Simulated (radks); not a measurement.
Isoelectronic series with 27 electrons, each ion in its NIST ground configuration. Method: scalar-relativistic Kohn-Sham, PBEsol, spin-polarised, spherical densities, point nucleus; open shells are filled with parallel spins first (spin-orbit coupling, left out, can overturn this in heavy ions); computed with a radial shooting solver on a logarithmic mesh with Libxc functionals. Total energies (hartree) and orbital eigenvalues (eV):

| ion | configuration | E (hartree) | 3d down | 3d up |
|---|---|---|---|---|
| Xe27+ | [Ar] 3d9 | -7059.20658 | -1538.798 | -1542.487 |
| Cs28+ | [Ar] 3d9 | -7361.6866 | -1639.636 | -1643.425 |
| Ba29+ | [Ar] 3d9 | -7671.1525 | -1743.556 | -1747.446 |
| La30+ | [Ar] 3d9 | -7987.6542 | -1850.559 | -1854.550 |
| Ce31+ | [Ar] 3d9 | -8311.2434 | -1960.647 | -1964.739 |
| Pr32+ | [Ar] 3d9 | -8641.9733 | -2073.823 | -2078.016 |
| Nd33+ | [Ar] 3d9 | -8979.8992 | -2190.088 | -2194.381 |
| Pm34+ | [Ar] 3d9 | -9325.0782 | -2309.444 | -2313.839 |
| Sm35+ | [Ar] 3d9 | -9677.5693 | -2431.895 | -2436.390 |
| Eu36+ | [Ar] 3d9 | -10037.4337 | -2557.443 | -2562.039 |
| Gd37+ | [Ar] 3d9 | -10404.7346 | -2686.090 | -2690.787 |
| Tb38+ | [Ar] 3d9 | -10779.5374 | -2817.840 | -2822.638 |
| Dy39+ | [Ar] 3d9 | -11161.9098 | -2952.696 | -2957.595 |
| Ho40+ | [Ar] 3d9 | -11551.9219 | -3090.661 | -3095.661 |
| Er41+ | [Ar] 3d9 | -11949.6462 | -3231.739 | -3236.840 |
| Tm42+ | [Ar] 3d9 | -12355.1580 | -3375.933 | -3381.135 |
| Yb43+ | [Ar] 3d9 | -12768.5350 | -3523.247 | -3528.550 |
| Lu44+ | [Ar] 3d9 | -13189.8580 | -3673.685 | -3679.089 |
| Hf45+ | [Ar] 3d9 | -13619.2106 | -3827.250 | -3832.755 |
| Ta46+ | [Ar] 3d9 | -14056.6795 | -3983.947 | -3989.554 |
| W47+ | [Ar] 3d9 | -14502.3547 | -4143.780 | -4149.488 |
